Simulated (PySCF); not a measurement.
SMILES O[Si](Cl)(Cl)I (HCl₂IOSi) at its CAM-B3LYP/def2-SVP optimised geometry (Å):

```
6

O     -1.3137     0.4701     0.0000
Si    -0.7365    -1.0586     0.0000
Cl    -1.3496    -2.0641    -1.6782
Cl     1.3137    -1.0586     0.0000
I     -1.5894    -2.1250     1.9927
H     -1.0759     1.0586    -0.7271
```

Method: CAM-B3LYP/def2-TZVP, def2 effective core potentials past Kr run with PySCF. The core electrons that the potentials of I replace are not part of the density. Cells within 0.4 Å of a nucleus heavier than hydrogen are left out (blank, or x).

Map of the electrostatic potential (hartree/e), clipped to [-0.08, 0.12] on the plane z = 0.0 Å:

```
|22222222222222222222222222222|
|22222222233333322222222222222|
|22222222333333332222222222222|
|22222223333333333222222222222|
|22222223333333333222222222222|
|12222223344443333322222222222|
|11112223444444333322222222222|
|11111223556554333322222222222|
|11111125799754433222222222222|
|11000149999975433222222222222|
|10000289999995433222222222222|
|10000399xx9996443322222222222|
|10000399xxx998654333222222222|
|10000399xxx999976556543322222|
|11101399999999999999997432222|
|11112499999999999999999853222|
|11224699999999999999999974322|
|12235999999xx999999xx99995322|
|2234699999xxx99999xxx99995322|
|2234699999xxx99999xxx99995322|
|22346999999999999999999984322|
|22235899999999999999999963222|
|12234699999999999999999632222|
|12223569999999998788864322222|
|11223456899999975443332221111|
|11122334567777643322211111111|
|11112223444554433221111111111|
|11111222233333322211111111111|
|11111112222222222211111111111|
```
Scale: ten equal steps from -0.032 (start of '0') to 0.120 (end of '9'), in the order '0123456789'; x runs from -3.50 to 3.50, y from -3.50 (bottom) to 3.50 (top).
